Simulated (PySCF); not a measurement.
## Excitation energy of Te by level of theory

Te [Kr] 4d10 5s2 5p4 (3P) → Te [Kr] 4d10 5s1 5p4 5d1 (high-spin determinant), as a difference of total energies. All numbers are calculated (PySCF 2.14, scalar relativity by spin-free X2C-1e, in x2c-TZVPPall with one added diffuse shell each of s, p, d, f type (9s7p5d3f, 76 functions)). Correlated levels: valence: [Kr] 4d10 frozen; valence and next inner shell: [Ar] 3d10 frozen. The calculations carry no spin-orbit coupling.

| method | excitation energy (eV) |
| --- | --- |
| UHF | 15.048 |
| LDA | 16.242 |
| PBE | 15.811 |
| PBE0 | 15.861 |
| r2SCAN | 15.739 |
| HSE06 | 15.905 |
| LC-wPBE | 16.246 |
| TPSSh | 15.813 |
| wB97M-V | 16.143 |
| MP2 (valence) | 15.368 |
| SCS-MP2 (valence) | 15.491 |
| MP2 (valence and next inner shell) | 15.923 |
| SCS-MP2 (valence and next inner shell) | 15.918 |

How much does correlation contribute at MP2 (valence and next inner shell)?

15.923 − (15.048) = 0.875 eV, measured against UHF.

A first-order spin-orbit estimate (lowest level to lowest level, LS coupling) adds -0.027 eV.

The upper state lies above the first ionisation limit, where it may autoionise and the basis confines it.

The promoted electron is Rydberg-like, and one or two diffuse shells describe it only roughly, which tends to raise the upper state.

The determinant of the upper state mixes LS terms, which raises its energy above the lowest term, most at the Hartree-Fock and MP2 levels.
